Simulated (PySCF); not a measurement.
**Optical rotation: SMILES FC=C=C(F)[SiH3], C3H4F2Si**

Geometry:
```
atom   x (Å)   y (Å)   z (Å)
  F1   3.006   0.665  -0.471
  C2   2.052   0.669   0.484
  C3   0.985  -0.066   0.413
  C4  -0.133  -0.714   0.283
  F5  -0.264  -1.966   0.794
 Si6  -1.718  -0.081  -0.567
  H7   2.293   1.348   1.290
  H8  -1.422   1.263  -1.051
  H9  -2.770  -0.095   0.450
 H10  -2.020  -1.019  -1.647
```

Computed with PySCF 2.14.0, TDDFT CAM-B3LYP/def2-SVPD circular dichroism and optical rotation, one conformer, gas phase. Geometry: GFN2-xTB.

No stereocentre is labelled: unless the shape is locked (an allene, a helicene, a hindered biaryl), the mirror image is equally populated and a measured rotation or CD is zero.

(1) Give the optical rotatory dispersion at 633, 589.3, 546, 436, 405, 365, 355 nm.

(2) And for the mirror image at 589.3 nm?

(3) What is the molar rotation [Φ] = [α]·M/100 of the geometry above at 589.3 nm?

Results:

(1) [α] in deg dm⁻¹ (g/mL)⁻¹:
```
λ (nm)  origin-invariant length gauge  modified velocity gauge  length gauge (centre of mass)  isotropic polarisability (au)
   633                          -87.1                    -70.7                          -90.1                           70.9
 589.3                         -103.1                    -83.6                         -106.6                           71.3
   546                         -124.0                   -100.5                         -128.1                           71.8
   436                         -222.7                   -180.0                         -229.3                           73.9
   405                         -275.0                   -221.9                         -282.7                           74.8
   365                         -379.0                   -305.1                         -388.6                           76.6
   355                         -415.4                   -334.0                         -425.6                           77.1
```

(2) +103.1 deg dm⁻¹ (g/mL)⁻¹ (origin-invariant length gauge): the same size and the opposite sign.

(3) With M = 106.15 g/mol, -109.4 deg cm² dmol⁻¹ (origin-invariant length gauge).

The first excitation lies at 5.37 eV (231 nm) with R = -1.3 × 10⁻⁴⁰ esu² cm² (velocity form).
